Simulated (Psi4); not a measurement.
F3In, singlet, geometry from GFN2-xTB (such geometries of metal compounds can be far from the true shape) (all electrons, no relativity).

Psi4 was given this input:
```
memory 2 GB

molecule mol {
0 1
In    0.000000    0.000000    0.000000
F    -1.677692   -1.020311    0.030266
F     0.015199    1.844970   -0.672648
F     1.662493   -0.824659    0.642382
}

set {
  basis sto-3g
  reference rhf
  scf_type pk
  stability_analysis check
}

energy('scf')
print_variables()
```

Task: What does this run give for the number of basis functions, total energy, nuclear repulsion energy, dipole moment?

Result: 
```yaml
number_of_basis_functions: 42
total_energy: -5976.9846 Eh
nuclear_repulsion_energy: 394.3039 Eh
dipole_moment: 0.00 D
```
